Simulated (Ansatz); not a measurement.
A calculation with Ansatz (development build ahead of 0.2.0).

```yaml
crystal:
  periodic: [false, false, false]
  atoms:
    - { symbol: Mg, position_ang: [0.0, 0.0, 0.0] }
    - { symbol: O, position_ang: [0.0, 0.0, 2.09165] }
    - { symbol: H, position_ang: [0.0, 0.77439, 2.67197] }
    - { symbol: H, position_ang: [0.0, -0.77439, 2.67197] }
    - { symbol: O, position_ang: [0.0, 0.0, -2.09165] }
    - { symbol: H, position_ang: [0.0, 0.77439, -2.67197] }
    - { symbol: H, position_ang: [0.0, -0.77439, -2.67197] }
    - { symbol: O, position_ang: [2.09165, 0.0, 0.0] }
    - { symbol: H, position_ang: [2.67197, 0.0, 0.77439] }
    - { symbol: H, position_ang: [2.67197, 0.0, -0.77439] }
    - { symbol: O, position_ang: [-2.09165, 0.0, 0.0] }
    - { symbol: H, position_ang: [-2.67197, 0.0, 0.77439] }
    - { symbol: H, position_ang: [-2.67197, 0.0, -0.77439] }
    - { symbol: O, position_ang: [0.0, 2.09165, 0.0] }
    - { symbol: H, position_ang: [0.77439, 2.67197, 0.0] }
    - { symbol: H, position_ang: [-0.77439, 2.67197, 0.0] }
    - { symbol: O, position_ang: [0.0, -2.09165, 0.0] }
    - { symbol: H, position_ang: [0.77439, -2.67197, 0.0] }
    - { symbol: H, position_ang: [-0.77439, -2.67197, 0.0] }
basis:
  gaussian: { orbitals: def2-TZVP }
total_charge: 2
hamiltonian:
  xc: hf
correlation:
  method: mp2
  frozen_orbitals: { H: 0, Mg: 1, O: 1 }
scf:
  omitted_lower_state_checks: [starts, atomic_configurations, cluster_reference, orbital_swaps, given_window_search, neighbouring_geometries, increment]
```

The input is written out in the form of the current development build from the run's settings.

Results

- Converged: yes
- Reference energy: -655.68731 hartree
- Correlation energy: -1.69923 hartree
- Total energy: -657.38653 hartree
- Stability test: minimum among restricted orbitals

Caution: no unrestricted run beside it, a lower state can exist; other spin multiplicities were not run.
